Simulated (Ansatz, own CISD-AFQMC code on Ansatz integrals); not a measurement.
C2H5NO, SMILES `C=NCO` (C–N–C–O torsion -130°, N–C–O–H torsion -47°) (charge 0, multiplicity 1).

Cartesian coordinates (Å):
```xyz
9

C      1.4766     0.3225    -0.2640
N      0.2495     0.5299    -0.4566
C     -0.7068    -0.1356     0.4052
O     -1.6999    -0.7712    -0.3634
H      2.2101     0.8203    -0.8950
H      1.8600    -0.3451     0.5177
H     -0.2528    -0.9162     1.0268
H     -1.1391     0.6339     1.0583
H     -1.9976    -0.1384    -1.0290
```
Charge 0, spin multiplicity 1.

Frozen-core correlation energies in cc-pVDZ at a geometry from B3LYP-D3(BJ)/def2-TZVP, on an HF energy of -207.93588 Ha (<S^2> = 0.00). Wave-function levels are from Ansatz, the walk from an own CISD-AFQMC code on Ansatz integrals (time step 0.005/Ha, trial state from CCSD amplitudes, largest double 0.08).

```tsv
level	correlation energy (mHa)
MP2	-622.1
CCSD	-658.4
CCSD(T)	-678.4
```

**Question.** What correlation energy does phaseless AFQMC give, and where does it lie among these levels?

**Answer.** -679.7 ± 0.4 mHa (one standard error). AFQMC minus each level: MP2 -57.6 mHa, CCSD -21.3 mHa, CCSD(T) -1.3 mHa.
